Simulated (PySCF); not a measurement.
**Two-component Hartree-Fock for Sn⁺ (tin, charge +1)**

Start: [Kr] 4d10 5s2 5p1; 5p1/2 filled at m_j = +1/2. Calculated with PySCF 2.14 in x2c-TZVPall-2c (8s9p5d2f, 74 functions): generalised Hartree-Fock with the X2C-1e Hamiltonian and a Gaussian nucleus; one run each with spin-orbit coupling (SO) switched off, then screened by Boettger's factors.

| spinor shell | electrons | ε, spin-free (eV) | ε, screened SO (eV) | weight of nominal j (screened SO) | rms radius, screened SO (bohr) |
| --- | --- | --- | --- | --- | --- |
| 1s1/2 | 2 | -29355.2 | -29352.4 | 1.000 | 0.0333 |
| 2s1/2 | 2 | -4531.5 | -4530.6 | 1.000 | 0.136 |
| 2p1/2 | 2 | -4061.7 | -4221.5 | 1.000 | 0.118 |
| 3s1/2 | 2 | -920.89 | -920.53 | 1.000 | 0.361 |
| 3p1/2 | 2 | -763.57 | -793.60 | 1.000 | 0.354 |
| 3p3/2 | 4 | -763.57 | -749.57 | 1.000 | 0.366 |
| 3d3/2 | 4 | -522.05 | -527.11 | 1.000 | 0.340 |
| 3d5/2 | 6 | -522.05 | -518.23 | 1.000 | 0.343 |
| 4s1/2 | 2 | -168.11 | -167.91 | 1.000 | 0.874 |
| 4p1/2 | 2 | -118.18 | -123.57 | 1.000 | 0.930 |
| 4p3/2 | 4 | -118.18 | -115.46 | 1.000 | 0.961 |
| 4d3/2 | 4 | -43.650 | -44.198 | 1.000 | 1.18 |
| 4d5/2 | 6 | -43.650 | -42.990 | 1.000 | 1.19 |
| 5s1/2 | 2 | -20.949 | -20.860 | 0.997 | 2.54 |
| 5p1/2 | 1 | -14.041 | -14.399 | 0.992 | 3.12 |

Where does 2p3/2 lie, and what is the 2p spin-orbit splitting (screened SO)?

At -3988.6 eV, 232.98 eV above 2p1/2.

```
   quantity    spin-free  screened SO
E (hartree)  -6172.79676  -6174.27120
        M_J          1/2          1/2
       ⟨J²⟩        1.100        0.787
       ⟨L²⟩        2.042        2.056
       ⟨S²⟩        0.764        0.780
```

Each row is a mean over spinors that exchange with the open shell spreads, by up to 0.387 eV (4p1/2).

Breit and QED terms are absent; they matter most for the inner s and p1/2 levels.

Densities and radii are taken from the X2C orbitals without a picture-change correction, which distorts them close to the nucleus.

Without spin-orbit coupling the j labels of p, d and f shells carry no meaning; the spin-free column gives the mean over the occupied spinors of each nl shell, and its ⟨J²⟩ belongs to a mixture of degenerate components.
